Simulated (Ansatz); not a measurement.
`[CH3][Sc]([NH2])[Cl]`, relaxed with RKS PBE0-D4/def2-TZVP in the Gaussian-basis code of Ansatz from a PBE-D4/def2-SVP geometry. The force threshold is 0.005 eV/Å; the program also tests the step.

Charge 0, multiplicity 1.

Start:

```xyz
9

C    -0.738   -1.441   -0.101
Sc   -0.194    0.573    0.538
N     1.282    1.396   -0.442
Cl   -1.330    1.672    2.234
H    -1.448   -1.946    0.591
H     0.158   -2.098   -0.198
H    -1.221   -1.423   -1.107
H     1.687    2.331   -0.314
H     1.803    0.937   -1.201
```

| step | energy (eV) | largest force (eV/Å) | largest move (Å) |
| --- | --- | --- | --- |
| 1 | -35823.4604 | 0.815 | 0.000 |
| 2 | -35823.4825 | 0.255 | 0.017 |
| 3 (rejected) | -35823.4820 | 0.114 | 0.033 |
| 4 | -35823.4843 | 0.089 | 0.016 |
| 5 | -35823.4846 | 0.021 | 0.006 |
| 6 | -35823.4847 | 0.013 | 0.002 |
| 7 | -35823.4847 | 0.009 | 0.010 |
| 8 | -35823.4847 | 0.004 | 0.003 |

End:

```xyz
9

C    -0.737   -1.438   -0.104
Sc   -0.200    0.571    0.528
N     1.287    1.391   -0.449
Cl   -1.333    1.662    2.237
H    -1.433   -1.930    0.585
H     0.147   -2.085   -0.195
H    -1.216   -1.429   -1.093
H     1.682    2.313   -0.311
H     1.804    0.944   -1.198
```

Hardware: 4 threads of an Arm Neoverse V1 on a shared host. Wall time 29 s, peak host memory 0.46 GiB.
